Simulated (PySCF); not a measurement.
**CSe⁺: from constants to spectrum**

ROHF-CCSD(T) constants of CSe⁺, ²Σ⁺ (doublet), unpaired electrons σ ↑ (C x2c-SVPall, Se x2c-SVPall; spin-free X2C with a Gaussian nucleus (PySCF 2.14); masses 12.0000 and 79.9165 u):

- ωe: 1105.6 cm⁻¹
- ωexe: 5.9 cm⁻¹
- Be: 0.59706 cm⁻¹
- αe: 0.00410 cm⁻¹
- D (centrifugal): 6.96e-07 cm⁻¹
- De to C + Se⁺: 4.37 eV

Give the vibrational terms G(v) and spacings up to v = 6.

G(v) = ωe(v+½) − ωexe(v+½)².

```tsv
v	G(v) (cm⁻¹)	G(v) − G(v−1)	Bv (cm⁻¹)
0	551.3		0.5950
1	1645.1	1093.8	0.5909
2	2727.1	1082.0	0.5868
3	3797.3	1070.2	0.5827
4	4855.7	1058.4	0.5786
5	5902.3	1046.6	0.5745
6	6937.1	1034.8	0.5704
```

How well does the Morse estimate ωe²/(4ωexe) reproduce De, and what is D0?

It gives 6.42 eV, 147 % of the computed De. D0 = De − G(0) = 4.37 − 0.07 = 4.30 eV.

Correlated steps freeze 10 core orbitals. Correlated levels converge slowly with the basis: in double zeta they bind strong bonds too weakly, by up to about 1 eV, and carry superposition errors of some tenths. Spin–orbit coupling is left out. For an ion De counts to the pair picked by the measured ionisation energies or electron affinities, which need not be the lowest pair at this level. The state was picked by a PBE0 search and need not be the measured ground state.
